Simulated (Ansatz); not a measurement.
Consider the ligand exchange at the Si–C bond: `[SiH3]CC=S` + `N=CCF` → `FC/C=N\[SiH3]` + `CC=S`.

Calculated with Ansatz (gas phase, PBE0-D4/def2-TZVP geometries, no zero-point term in ΔE). CCSD(T)/CBS is the MP2 limit (def2-TZVPP, def2-QZVPP) plus CCSD(T) − MP2 in def2-TZVPP, frozen cores. DFT in def2-TZVPP. B3LYP here is the variant with VWN-RPA as its local correlation; programs differ in this. One conformer a species, not always the lowest.

`[SiH3]CC=S`:

Cartesian coordinates in Å:
```
Si 1.285 -0.057 -0.322
C -0.502 -0.606 0.024
C -1.283 0.548 0.495
S -2.228 1.494 -0.409
H 1.289 0.914 -1.442
H 2.092 -1.254 -0.674
H 1.853 0.578 0.895
H -0.447 -1.390 0.787
H -0.905 -1.012 -0.907
H -1.153 0.786 1.555
```

`N=CCF`:

```xyz
8

N     1.519    0.450   -0.492
C     0.407    0.659    0.060
C    -0.720   -0.317    0.197
F    -0.402   -1.526   -0.370
H     1.558   -0.507   -0.850
H     0.208    1.644    0.495
H    -1.618    0.075   -0.295
H    -0.952   -0.477    1.256
```

`FC/C=N\[SiH3]`:

Z-matrix (Å, degrees):
```
C
C 1 1.500
F 1 1.371 2 112.1
H 1 1.097 2 109.5 3 120.9
H 1 1.097 2 109.5 3 -120.9
N 2 1.252 1 128.4 3 0.0
H 2 1.103 1 111.9 3 -180.0
Si 6 1.746 2 131.5 1 -0.0
H 8 1.484 6 106.3 2 180.0
H 8 1.486 6 111.8 2 62.2
H 8 1.486 6 111.8 2 -62.3
```

`CC=S`:

```xyz
7

C     0.098   -0.653    0.134
C    -0.136    0.766   -0.225
S     0.056    2.036    0.743
H     0.845   -1.087   -0.542
H    -0.821   -1.230   -0.021
H     0.429   -0.760    1.165
H    -0.471    0.928   -1.254
```

| level | ΔE (kJ/mol) | difference from CCSD(T)/CBS |
| --- | --- | --- |
| PBE-D4 | -18.1 | 5.0 |
| r2SCAN-D4 | -23.4 | -0.3 |
| B3LYP-D4 | -27.1 | -4.0 |
| B2PLYP | -27.0 | -3.9 |
| PBE | -18.4 | 4.7 |
| r2SCAN | -23.4 | -0.3 |
| B3LYP | -27.8 | -4.7 |
| MP2/def2-TZVPP | -23.0 | 0.1 |
| SCS-MP2/def2-TZVPP | -25.9 | -2.8 |
| CCSD/def2-TZVPP | -23.7 | -0.6 |
| CCSD(T)/def2-TZVPP | -22.0 | 1.1 |
| HF/def2-QZVPP | -36.3 | -13.2 |
| MP2/def2-QZVPP | -23.8 | -0.7 |
| HF/CBS(def2) | -36.4 | -13.3 |
| MP2/CBS(def2) | -24.0 | -0.9 |
| CCSD/CBS(def2) | -24.8 | -1.7 |
| CCSD(T)/CBS | -23.1 | 0 |

Largest T1 diagnostic among the species: 0.016.

In def2-TZVPP, CCSD(T) changes the Hartree–Fock value by +13.7 kJ/mol (the triples alone add +1.7 kJ/mol) and MP2 by +12.7 kJ/mol.
